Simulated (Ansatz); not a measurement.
Nb2(NH2)10 (Nb₂N₁₀H₂₀), 32 atoms. Hardware: 4 threads of Intel Xeon Platinum 8488C on a shared host.

In the def2 sets Nb takes a core potential; there is no spin–orbit coupling. Correlated methods freeze 10 core orbitals; core or outer-core shells of Nb are correlated, in sets that lack core-valence functions.

Task: How many basis functions does each of these Ansatz runs have, and roughly what does it cost? PBE0-D4/def2-TZVP, charge 0 singlet, energy, from earlier orbitals; MP2/def2-SVP, charge 0 singlet, energy, from earlier orbitals; r2SCAN-D4/def2-SVP, charge 1 doublet, relaxation, 8 steps; PBE0-D4/def2-SVP, charge 1 doublet, energy, from earlier orbitals; PBE0-D4/def2-SVP, charge 0 triplet at the geometry of the charge 0 singlet, energy; PBE0-D4/def2-SVP, charge -1 doublet, energy, from earlier orbitals; PBE-D4/def2-SVP, charge -1 doublet, energy, from earlier orbitals; PBE-D4/def2-SVP, charge 1 doublet at the geometry of the charge 0 singlet, energy, from earlier orbitals; r2SCAN-D4/def2-SVP, charge 0 singlet, relaxation, 8 steps; PBE0-D4/def2-SVP, charge -1 doublet at the geometry of the charge 0 singlet, energy; r2SCAN-D4/def2-TZVP, charge 0 singlet, energy and forces, from earlier orbitals; PBE-D4/def2-TZVP, charge 0 singlet, energy, from earlier orbitals.

Result: Other jobs shared the machine, so times can vary by a factor of up to 3. A dash marks memory too small to be measured apart from the calling script's.

```
                                                                                                     run  functions  fitting or Cholesky vectors  wall time  peak host memory (GiB)
PBE-D4/def2-SVP, charge 1 doublet at the geometry of the charge 0 singlet, energy, from earlier orbitals        302                         3434       12 s                       –
                                       PBE-D4/def2-TZVP, charge 0 singlet, energy, from earlier orbitals        510                         3066       12 s                     1.6
                                       PBE-D4/def2-SVP, charge -1 doublet, energy, from earlier orbitals        302                         3434       13 s                       –
                                           MP2/def2-SVP, charge 0 singlet, energy, from earlier orbitals        302                         3128       15 s                     1.5
                         r2SCAN-D4/def2-TZVP, charge 0 singlet, energy and forces, from earlier orbitals        510                         3066       24 s                     1.7
                                      PBE0-D4/def2-TZVP, charge 0 singlet, energy, from earlier orbitals        510                         3172       29 s                     3.3
                                      PBE0-D4/def2-SVP, charge -1 doublet, energy, from earlier orbitals        302                         3124       30 s                       2
                     PBE0-D4/def2-SVP, charge -1 doublet at the geometry of the charge 0 singlet, energy        302                         3128       33 s                     2.2
                                       PBE0-D4/def2-SVP, charge 1 doublet, energy, from earlier orbitals        302                         3524       46 s                     2.4
                      PBE0-D4/def2-SVP, charge 0 triplet at the geometry of the charge 0 singlet, energy        302                         3524       57 s                     2.5
                                               r2SCAN-D4/def2-SVP, charge 0 singlet, relaxation, 8 steps        302                         3434       70 s                       –
                                               r2SCAN-D4/def2-SVP, charge 1 doublet, relaxation, 8 steps        302                         3434    2.2 min                       –
```
